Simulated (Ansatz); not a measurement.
`S[SiH]1CO1` → `OC1[SiH2]S1`  (isomerisation)

Program: Ansatz. Geometries: PBE0-D4/def2-TZVP. ΔE: electronic, gas phase. CBS: MP2 limit from def2 TZ/QZ plus the TZ coupled-cluster correction, frozen cores. DFT in def2-TZVPP. One conformer a species, not always the lowest.

`S[SiH]1CO1`:

Cartesian coordinates in Å:
```
S 2.181 -0.022 -0.350
Si 0.180 0.403 0.172
C -1.115 -0.831 -0.016
O -1.008 0.302 -0.973
H 2.613 1.204 -0.008
H 0.108 1.549 1.100
H -0.920 -1.793 -0.485
H -2.038 -0.811 0.560
```

`OC1[SiH2]S1`:

Z-matrix (Å, degrees):
```
C
Si 1 1.849
S 1 1.893 2 67.8
O 1 1.380 2 118.6 3 -109.8
H 1 1.089 2 120.1 3 100.0
H 2 1.478 1 117.8 3 108.1
H 2 1.480 1 120.1 3 -106.6
H 4 0.963 1 109.1 2 151.1
```

(1) Is it downhill or uphill in electronic energy at CCSD(T)/CBS, and by how much? (Estimate.)

(2) What do these levels give: B97M-V, PBE0-D4, ωB97M-V, r2SCAN, CAM-B3LYP, MP2/def2-SVP? (An estimate is asked.)

(3) What do rigid-rotor, harmonic-oscillator terms from PBE0-D4/def2-TZVP frequencies (298.15 K, 1 bar) make of the CCSD(T)/CBS value? (An estimate is asked.)

Largest T1 diagnostic among the species: 0.013.

Answers

(1) Computed: Uphill: ΔE = +74.0 kJ/mol.

(2) The calculation gave: B97M-V 76.1, PBE0-D4 65.7, ωB97M-V 75.2, r2SCAN 73.6, CAM-B3LYP 78.5, MP2/def2-SVP 57.6 kJ/mol.

(3) Ansatz gave: ΔZPE = +1.8 kJ/mol, ΔH = +74.8 kJ/mol, ΔS = -11 J/(mol·K), ΔG = +77.9 kJ/mol.

In def2-TZVPP, CCSD(T) changes the Hartree–Fock value by −4.1 kJ/mol (the triples alone add −2.4 kJ/mol) and MP2 by −4.4 kJ/mol. Leaving LDA and LC-ωPBE aside and taking each functional with its dispersion term where it has one, the values, not all of them listed here, spread over 13.8 kJ/mol, from revPBE-D4 to CAM-B3LYP-D4. LDA lies −6.4 kJ/mol from PBE without D4. At CCSD(T), def2-SVP lies −18.0 kJ/mol from the extrapolated value and def2-TZVPP +1.8 kJ/mol.
